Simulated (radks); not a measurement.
Results of a calculation; reference values are marked as such.
Q: Coherent X-ray form factor from a spherical all-electron density. Level of theory: Dirac Kohn-Sham, LDA (Slater exchange, Perdew-Zunger correlation), spin-unpolarised, spherical densities, point nucleus (a radial shooting solver on a logarithmic mesh with Libxc functionals).

| sin(theta)/lambda (1/angstrom) | f0 (electrons) |
|---|---|
| 0.05 | 31.284 |
| 0.1 | 29.559 |
| 0.15 | 27.527 |
| 0.2 | 25.563 |
| 0.25 | 23.750 |
| 0.3 | 22.064 |
| 0.4 | 18.960 |
| 0.5 | 16.170 |
| 0.6 | 13.753 |
| 0.8 | 10.182 |
| 1 | 8.062 |
| 1.25 | 6.628 |
| 1.5 | 5.771 |
| 2 | 4.436 |

The species is in the configuration that NIST lists as its ground one. Which atom or ion scatters so?

A: Neutral germanium, [Ar] 3d10 4s2 4p2. Extrapolating in s^2 from the first two rows gives f0(0) = 31.9, near the electron count 32; among species with that count, the fall with angle is slower the higher Z, and the table is that of Z = 32; from so few rows the species is fixed only to a neighbour or two.
